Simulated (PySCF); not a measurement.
## Highest orbital energy against ionisation energy along group 13

Calculated with PySCF 2.14, no spin-orbit coupling. Each cell gives −ε(HOMO) / ΔSCF in eV; NIST values include spin-orbit coupling, (s) semi-empirical, (t) theoretical.

| species | UHF | LDA | PBE | PBE0 | r2SCAN | NIST (lowest levels) |
| --- | --- | --- | --- | --- | --- | --- |
| B²⁺ (aug-cc-pVQZ with one added diffuse shell each of s, p, d, f, g type, non-relativistic) | 37.822 / 37.818 | 32.354 / 37.893 | 32.642 / 38.284 | 34.044 / 38.226 | 32.899 / 37.850 | 37.931 |
| Al²⁺ (aug-cc-pV(Q+d)Z with one added diffuse shell each of s, p, d, f, g type, non-relativistic) | 28.063 / 28.043 | 24.554 / 28.831 | 24.444 / 28.835 | 25.460 / 28.694 | 24.631 / 28.378 | 28.448 |
| Ga²⁺ (aug-cc-pVQZ-PP with one added diffuse shell each of s, p, d, f, g type with ECP10MDF, ECP) | 29.741 / 29.633 | 26.959 / 31.855 | 26.563 / 31.470 | 27.505 / 31.102 | 27.022 / 31.298 | 30.726 |
| In²⁺ (aug-cc-pVQZ-PP with one added diffuse shell each of s, p, d, f, g type with ECP28MDF, ECP) | 26.767 / 26.622 | 24.641 / 29.094 | 24.232 / 28.670 | 25.043 / 28.285 | 24.494 / 28.380 | 28.044 |
| Tl²⁺ (aug-cc-pVQZ-PP with one added diffuse shell each of s, p, d, f, g type with ECP60MDF, ECP) | 28.414 / 28.160 | 26.150 / 30.764 | 25.747 / 30.307 | 26.637 / 29.959 | 26.016 / 30.123 | 29.852 |

Problem. How far is −ε(HOMO) from ΔSCF on average for each method, and why?

Solution. UHF 0.11 eV; LDA -4.76 eV; PBE -4.79 eV; PBE0 -3.52 eV; r2SCAN -4.19 eV. Hartree-Fock orbital energies lack relaxation and so exceed the ΔSCF value; semilocal functionals have convex E(N) from self-interaction, so their HOMO lies far too high; exact exchange moves hybrids part of the way back.
